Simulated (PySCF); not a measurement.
## Calculated data, BH₅NSi, BH₈NSi₂

Computed with PySCF 2.14.0. Calculation on a computer-drawn molecule: the log of a Hartree-Fock and frozen-core CCSD(T) single point meant for a local Hartree-Fock minimum, with one planted fault or none, to be diagnosed. Offsets are logged minus clean, where the clean run is the same molecule without the fault. The reference is restricted for singlets and unrestricted otherwise, and also for a bond in bohr or an excited solution. Adding or removing an electron swaps singlet and doublet. The excited solution moves the top pair (singlet) or top alpha electron (doublet) to the lowest empty orbital. Highest occupied and lowest empty are orbital energies over both spins, largest force is the largest gradient component, triples share is (T) over the correlation energy, the T1 limit is 0.02 restricted and 0.045 unrestricted, electrons count all cores, a negative frequency is imaginary (commonest isotopes), and the dipole is about the centre of nuclear charge.

Common to all runs: meant charge 0; meant basis cc-pV(D+d)Z; logged SCF converged yes; logged CC converged yes; logged SCF stable within its kind yes; possible faults no fault, one electron removed, one electron added, multiplicity raised by two, geometry at a saddle point, SCF held on an excited solution, minimal basis STO-3G, one bond length entered in bohr, all coordinates scaled.

(1) BH₅NSi

Logged structure:
```xyz
8
BH5NSi
B     -1.6105     3.0659     1.5283
N     -1.9281     1.6960     1.5595
Si    -1.2505     0.4139     0.5818
H     -2.1380     3.8190     2.3026
H     -0.8143     3.4718     0.7252
H     -2.5860     1.4133     2.2635
H     -2.3239    -0.5450     0.2170
H     -0.6362     1.0101    -0.6241
```

* meant multiplicity: 2
* logged electrons: 31
* logged basis functions: 24
* logged spin squared: 0.7513
* logged highest occupied: -6.2407 eV
* logged lowest empty: 5.9278 eV
* logged largest force: 0.038159 hartree/bohr
* logged T1 diagnostic: 0.019962
* logged D1 diagnostic: 0.087863
* logged triples share: 0.020851
* logged dipole magnitude: 2.201 debye
* logged energy HF: -366.62797 hartree
* logged energy CCSD(T): -366.79407 hartree
* planted fault: minimal basis STO-3G
* HF energy offset from clean run: 2741 kcal/mol
* CCSD(T) energy offset from clean run: 2883 kcal/mol

Drawn bonds:
```
atom  other atom  order
   1           2      1
   2           3      1
   1           4      1
   1           5      1
   2           6      1
   3           7      1
   3           8      1
```

(2) BH₈NSi₂

Logged structure:
```xyz
12
BH8NSi2
B     -0.1325     1.1212    -2.4732
N     -0.3723     2.1486    -1.5484
Si    -0.3863     2.0874     0.2053
Si     0.0401    -0.0843     1.0328
H      0.1035     0.0078    -2.0848
H     -0.1633     1.3547    -3.6517
H     -0.5620     3.0510    -1.9476
H     -1.7037     2.5596     0.7004
H      0.6275     3.0316     0.7389
H     -0.9845    -1.0485     0.5693
H     -0.0106    -0.0131     2.5151
H      1.3823    -0.5624     0.6273
```

- meant multiplicity: 1
- logged electrons: 49
- logged basis functions: 114
- logged spin squared: 0.7599
- logged highest occupied: 1.7415 eV
- logged lowest empty: 7.724 eV
- logged largest force: 0.090875 hartree/bohr
- logged T1 diagnostic: 0.021151
- logged D1 diagnostic: 0.12362
- logged triples share: 0.026904
- logged dipole magnitude: 8.4158 debye
- logged energy HF: -661.61625 hartree
- logged energy CCSD(T): -662.17625 hartree
- planted fault: one electron added
- HF energy offset from clean run: 63.02 kcal/mol
- CCSD(T) energy offset from clean run: 51.81 kcal/mol

Drawn bonds:
```
atom  other atom  order
   1           2      1
   2           3      1
   3           4      1
   1           5      1
   1           6      1
   2           7      1
   3           8      1
   3           9      1
   4          10      1
   4          11      1
   4          12      1
```

Notes: highest electron not bound in this basis.
